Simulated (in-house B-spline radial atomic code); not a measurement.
Settings and results of a run for I6+ (an excited or competing configuration). Level of theory: Dirac-Hartree-Fock, average of configuration, Fermi nucleus of rms radius 4.75 fm; calculated with a B-spline radial code for spherical atoms.

Command:
```bash
python run_scf.py task.json out
```
Settings (nuclear radius in fm, mass in u):
```
Z                53
configuration    1s2 2s2 2p6 3s2 3p6 3d10 4s2 4p6 4d10 5s1
hamiltonian      dirac
method           hf
spin_polarised   False
nucleus          fermi
rms_radius       4.75
atomic_mass      126.90447
speed_of_light   137.035999084
```

Output (hartree, bohr):
```
 radial grid: 68 intervals, B-splines of order 8, outer radius 21.6418 bohr

 iter        energy (Eh)    residual
    1       -7083.923471    1.06e+00
    2       -7102.604892    6.00e-01
    3       -7107.308385    1.80e-01
    4       -7107.727894    5.19e-02
    5       -7107.761050    2.11e-02
    6       -7107.767916    1.25e-03
    7       -7107.767935    5.33e-05
    8       -7107.767935    9.59e-06
    9       -7107.767935    4.74e-07

 total energy                     -7107.76793
 kinetic                            7534.0725
 electron-nucleus                 -17146.7589
 electron-electron                  2504.9185

 first-order corrections (not in the total)
   Gaunt                             6.0294
   retardation                      -0.6210
   frequency dependence             -0.0584
   self-energy                       4.1063
   Uehling                          -0.5607
   Wichmann-Kroll                    0.0128
   recoil                            0.0207

 orbital      occ     eigenvalue          <r>       <r^2>       <1/r>       <r^4>       r_max    small
 1s1/2      2.000     -1228.8114    0.0272174  0.00100433     56.8362 2.64445e-06     0.01754  3.81e-02
 2s1/2      2.000      -195.8105     0.116593   0.0160961     13.2863  0.00044842     0.09912  8.18e-03
 2p1/2      2.000      -183.3742     0.098565   0.0119553     13.2295 0.000288899     0.07622  8.16e-03
 2p3/2      4.000      -172.3518     0.104204   0.0132339     12.2087 0.000346282     0.08098  7.75e-03
 3s1/2      2.000       -43.2842     0.312206    0.111522     4.75484   0.0189317       0.285  2.44e-03
 3p1/2      2.000       -38.1022     0.302994    0.106663     4.65467   0.0181541       0.272  2.37e-03
 3p3/2      4.000       -35.9713     0.314184    0.114493     4.40657   0.0208408      0.2824  2.26e-03
 3d3/2      4.000       -26.9580     0.285446   0.0963625     4.24869   0.0169069        0.23  2.13e-03
 3d5/2      6.000       -26.5164     0.289015   0.0986439     4.18449   0.0176524       0.233  2.10e-03
 4s1/2      2.000       -10.4696     0.740485    0.618222     1.88264    0.559164      0.6806  6.70e-04
 4p1/2      2.000        -8.5770     0.772806    0.678558      1.7744    0.693143      0.6994  6.11e-04
 4p3/2      4.000        -8.1563     0.798043    0.723285     1.70071    0.786671      0.7223  5.82e-04
 4d3/2      4.000        -5.0388      0.89437    0.926352     1.46884      1.3993      0.7704  4.53e-04
 4d5/2      6.000        -4.9706     0.904793    0.947772     1.44862     1.46375      0.7791  4.44e-04
 5s1/2      1.000        -3.1649      1.72732      3.3182    0.757996     15.4192       1.604  1.55e-04
```

Cost of the run: 1 s on 1 thread of Arm Neoverse V1, with other jobs on the host.

For the Dirac Hamiltonian the kinetic term is c α·p + (β - 1)c².
